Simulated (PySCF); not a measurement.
Frontier orbitals and the lowest excitations

C5H5FP2.
Bonds: C1–C2, C2–C3 (aromatic), C3–C4 (aromatic), C4–P5 (aromatic), P5–C6 (aromatic), C6–F7, C6–P8 (aromatic), C2–P8 (aromatic). Hydrogens: H9, H10, H11 on C1; H12 on C3; H13 on C4.

Level of theory: TDDFT CAM-B3LYP/def2-SVPD, vertical, gas phase, core orbitals frozen in the response in PySCF 2.14.0, density-fitted response routines. Isolated species at its GFN2-xTB geometry, gas phase.

Kohn–Sham orbitals with the atoms that hold most of them (Löwdin shares over 4%, at most four atoms; ? is withheld):

```csv
orbital,ε (eV),atoms
HOMO-3,-10.14,"P5 26%, P8 26%, C6 11%, C3 10%"
HOMO-2,-9.09,"P8 35%, P5 35%, C6 12%, C2 5%"
HOMO-1,-8.67,?
HOMO,-8.37,"P5 24%, C2 21%, C4 15%, P8 11%"
LUMO,-1.14,?
LUMO+1,-0.76,"C6 25%, P5 19%, P8 15%, C3 12%"
LUMO+2,1.17,"C1 21%, C3 12%, C4 11%, P8 9%"
```

(1) Which atoms hold the LUMO, and with what shares?

(2) Give the leading atoms of the HOMO-1.

(3) How does S1 compare with the orbital gap of 7.23 eV?

(4) Give energy, strength and leading configuration of S2 and S4, and follow the Löwdin shares of the leading atoms from the occupied to the empty orbital.

Answers

(1) P8 (bonded to 2 C) 21%; P5 (bonded to 2 C) 19%; C4 (bonded to C, P and H) 19%; C2 (bonded to 2 C and P) 18%. By element: phosphorus 40%, carbon 37% or more.

(2) C6 (bonded to F and 2 P) 26%; P8 (bonded to 2 C) 22%; C3 (bonded to 2 C and H) 13%; F7 (bonded to C) 12%. By element: carbon 39% or more, phosphorus 22% or more, fluorine 12%.

(3) S1 is at 4.12 eV (f = 0.0026), 3.11 eV below the gap, made of HOMO-1→LUMO (43%), HOMO→LUMO+1 (37%), HOMO→LUMO (14%). Its leading pair isn't HOMO and LUMO; the energies of that pair differ by 7.53 eV. Without the coupling terms of the response equations the lowest excitation would equal the gap.

(4) 
- S2 (4.60 eV, f 0.020), HOMO-2→LUMO (97%): P8 35% → 21%, P5 35% → 19%
- S4 (4.81 eV, f 0.0004), HOMO-2→LUMO+1 (98%): P8 35% → 15%, P5 35% → 19%, C6 12% → 25%

Löwdin shares depend on the basis, the more so with diffuse functions.
